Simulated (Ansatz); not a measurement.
Geometry optimisation, RHF/def2-SVP in Ansatz 0.2.0.

The input (input.yaml):

```yaml
crystal:
  periodic: [false, false, false]
  atoms:
    - { symbol: B, position_ang: [0.091839, -0.64253, -0.315002] }
    - { symbol: H, position_ang: [-0.182356, 0.379116, 1.843584] }
    - { symbol: Cl, position_ang: [1.602758, 0.226913, -0.609108] }
    - { symbol: Cl, position_ang: [-1.443499, 0.034099, -0.871786] }
    - { symbol: "N", position_ang: [0.118007, -1.944703, 0.341262] }
    - { symbol: H, position_ang: [-0.706296, -2.498312, 0.439332] }
    - { symbol: H, position_ang: [0.976602, -2.393787, 0.579884] }
    - { symbol: H, position_ang: [-0.141255, -0.324397, 1.919235] }
basis:
  gaussian: { orbitals: def2-SVP }
hamiltonian:
  xc: hf
relax:
  f_tol: 0.03
  max_steps: 50
```

Command:

```bash
$ ansatz run input.yaml --threads 1 --pin off --max-ram 2048MiB --backend cpu --events-out ev --progress --plain --runs-dir out
```

Q: Where does it end, and by what steps?

A: It converged. The force dipped under the threshold on the way, but the program's further checks kept it going. After 11 steps the energy has fallen by 0.471 eV; H8 moved furthest, 1.10 Å.

| step | energy less start (eV) | largest force component (eV/Å) | accepted |
| --- | --- | --- | --- |
| 0 | 0.0000 | 2.639 | yes |
| 1 | -0.2955 | 0.867 | yes |
| 2 | -0.3974 | 0.401 | yes |
| 3 | -0.4445 | 0.324 | yes |
| 4 | -0.4632 | 0.048 | yes |
| 5 | -0.4667 | 0.155 | yes |
| 6 | -0.4682 | 0.149 | yes |
| 7 | -0.4698 | 0.057 | yes |
| 8 | -0.4708 | 0.027 | yes |
| 9 | -0.4710 | 0.056 | yes |
| 10 | -0.4695 | 0.149 | no |
| 11 | -0.4713 | 0.007 | yes |

```xyz
8
Properties=species:S:1:pos:R:3
B 0.140 -0.869 -0.680
H -0.309 0.879 2.799
Cl 1.653 0.005 -0.995
Cl -1.393 -0.189 -1.261
N 0.156 -2.067 0.008
H -0.676 -2.586 0.199
H 1.001 -2.480 0.346
H -0.256 0.143 2.913
```

The run took 16 s on 1 thread of Arm Neoverse V2 (shared host), peak memory 0.15 GiB.
